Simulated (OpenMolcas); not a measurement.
Ti2+: the spin-orbit constant, Racah parameters, worked from levels

```
Program             : OpenMolcas
Basis               : ANO-RCC-VQZP [7s6p4d3f2g1h]
Scalar Hamiltonian  : DKH2, point nucleus
Active space        : 2 electrons in 10 orbitals (3d 4d)
State averaging     : 2S+1 = 3 even, 10 roots; 2S+1 = 1 even, 15 roots
Spin-orbit coupling : RASSI with atomic mean-field integrals over the reference wave functions, term energies averaged over their components
```

Methods: CASSCF; SS-CASPT2, IPEA 0.25 Eh, imaginary shift 0.1 Eh (closed shells correlated: 3s 3p). Measured levels: Corliss and Sugar, J. Phys. Chem. Ref. Data 8, 1 (1979).

**The spin-orbit constant.** For the Hund term ³F of d2, E(J) = (A/2) J(J+1) + constant and ζ = 2S·A = 2A. From J = 2 to J = 4 the energy changes by 7 A.

```json
{"Source": "CASSCF", "E(4) - E(2)": "454.2", "A": "64.9", "ζ": "130"}
{"Source": "SS-CASPT2", "E(4) - E(2)": "455.2", "A": "65.0", "ζ": "130"}
{"Source": "measured", "E(4) - E(2)": "420.4", "A": "60.1", "ζ": "120"}
```

All in cm-1. SS-CASPT2 is off by +8.3 % and CASSCF by +8.0 %. Both methods take the spin-orbit matrix elements from the reference wave functions, so the second can move ζ only through the term energies and any multistate remixing. Second-order mixing with other terms is absorbed into this ζ.

**Racah parameters.** Above ³F, d2 has ³P at 15B, ¹G at 12B + 2C and ¹D at 5B + 2C. The first two fix B and C, and the third tests them; where it misses by thousands of cm-1, two parameters do not describe the configuration (Trees and configuration-interaction terms are left out) and B and C hang on the terms chosen. Term energies are centres of gravity, weighted by 2J + 1.

| Source | ³P | ¹G | B | C | C/B | ¹D from B, C | ¹D found |
| --- | --- | --- | --- | --- | --- | --- | --- |
| CASSCF | 12936 | 16470 | 862 | 3061 | 3.55 | 10432 | 10600 |
| SS-CASPT2 | 10945 | 14176 | 730 | 2710 | 3.71 | 9070 | 7865 |
| measured | 10420 | 14156 | 695 | 2910 | 4.19 | 9295 | 8232 |

Energies in cm-1. From CASSCF to SS-CASPT2, B changes by -15.3 % and C by -11.5 %. Against the measured terms, SS-CASPT2 has B off by +5.0 % and C by -6.9 %.

Term energies are means over components that CASPT2 splits; among the terms shown or strongly mixed into the levels shown the widest spread is 630 cm-1 (3d² ³F, SS-CASPT2). Active for correlation alone: 4d; no level in the range computed is led by a configuration that fills it, so any true level of that kind is missing. Without dynamic correlation excited terms often stand tens of per cent too high (terms of higher spin than the ground term too low), and those without a measured partner can miss by more than the paired ones (holds for CASSCF). Measured partners are found by configuration, term and J. A level has none where our copy of the source lacks it or the pairing is in doubt (some pairs that miss far off the trend of their configuration count as doubtful), and it then counts in no deviation. Levels of configurations outside the active space are missing.
